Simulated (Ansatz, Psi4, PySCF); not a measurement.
C5H9O (SMILES [CH2]CCC(C)=O), doublet, geometry from GFN2-xTB. Base run: PySCF with PBE0/STO-3G.

PySCF was given this input:
```python
from pyscf import gto, scf, dft

mol = gto.Mole()
mol.atom = '''
    C     2.645437   -0.549776   -0.157172
    C     1.321878   -0.053058   -0.538408
    C     0.307764   -0.219628    0.642766
    C    -1.030590    0.329333    0.212643
    C    -1.973039   -0.692546   -0.370200
    O    -1.303794    1.500484    0.300663
    H     3.306316    0.063277    0.424503
    H     2.896744   -1.585310   -0.283574
    H     0.933323   -0.603737   -1.398053
    H     1.356360    1.011461   -0.780733
    H     0.236581   -1.273767    0.907886
    H     0.680663    0.351495    1.493167
    H    -2.830305   -0.202163   -0.823323
    H    -1.458979   -1.302059   -1.109513
    H    -2.319054   -1.349022    0.426561
'''
mol.basis = 'sto-3g'
mol.charge = 0
mol.spin = 1
mol.verbose = 4
mol.build()

mf = dft.UKS(mol)
mf.xc = 'pbe0'
mf.kernel()
```

The same geometry, method and basis name were run in Ansatz (a first-principles code) and Psi4 and PySCF, at each program's defaults and at the settings that a row names. The base is PySCF at its defaults. Differences at the defaults can come from grids, fitting, cores and function types together.

| code and settings | ΔE vs base (µEh) | basis functions | E (Eh) | SCF cycles | dipole (D) |
|---|---|---|---|---|---|
| PySCF, defaults (exact integrals, its default grid, spherical functions) | 0.0 | 39 | -267.39838 | 13 | 1.69 |
| Psi4, defaults (density fitting with its default set, its default grid, spherical functions) | -1663 | 39 | -267.40005 | 10 | 1.69 |
| Ansatz, defaults (factorised integrals, its default grid, spherical functions) | 6.7 | 39 | -267.39838 | - | - |
| PySCF, density fitting with def2-universal-jkfit | -1650 | 39 | -267.40003 | 13 | 1.69 |
| PySCF, fine grid | 6.1 | 39 | -267.39838 | 13 | 1.69 |
| Psi4, exact integrals, spherical functions, fine grid | 4.5 | 39 | -267.39838 | 16 | 1.69 |
| Ansatz, high accuracy | 5.7 | 39 | -267.39838 | - | - |

Open shells are given as the SCF converged; they aren't shown to be the lowest states, and a large step between rows can be another state.
